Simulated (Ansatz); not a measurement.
One change: `C[SiH2][SiH2]S` becomes `C[SiH](F)[SiH2]S`.

Ansatz, PBE0-D4/def2-TZVP geometries, multiplicity 1. Each molecule was computed in one conformer, which needn't be the lowest.

```json
{"property": "size of the dipole moment (B3LYP/def2-TZVPP) / D", "`C[SiH2][SiH2]S`": "1.24"}
{"property": "LUMO energy (PBE0/def2-TZVPP) / eV", "`C[SiH2][SiH2]S`": "-0.23"}
{"property": "HOMO energy (B3LYP/def2-TZVPP) / eV", "`C[SiH2][SiH2]S`": "-6.96"}
{"property": "size of the dipole moment (PBE/def2-TZVPP) / D", "`C[SiH2][SiH2]S`": "1.22"}
{"property": "LUMO energy (ωB97M-V/def2-TZVPP) / eV", "`C[SiH2][SiH2]S`": "1.51"}
{"property": "size of the dipole moment (ωB97M-V/def2-TZVPP) / D", "`C[SiH2][SiH2]S`": "1.26"}
```

Question: Give the same properties after the change, and the shifts. (Estimate.)

Answer: The calculation gave: 
```tsv
property	`C[SiH](F)[SiH2]S`	shift
size of the dipole moment (B3LYP/def2-TZVPP) / D	1.79	0.55
LUMO energy (PBE0/def2-TZVPP) / eV	-0.52	-0.29
HOMO energy (B3LYP/def2-TZVPP) / eV	-7.26	-0.30
size of the dipole moment (PBE/def2-TZVPP) / D	1.70	0.48
LUMO energy (ωB97M-V/def2-TZVPP) / eV	1.23	-0.28
size of the dipole moment (ωB97M-V/def2-TZVPP) / D	1.77	0.51
```

Dipoles are sizes alone; their direction can turn.

B3LYP here is the variant with VWN-RPA as its local correlation; programs differ in this.
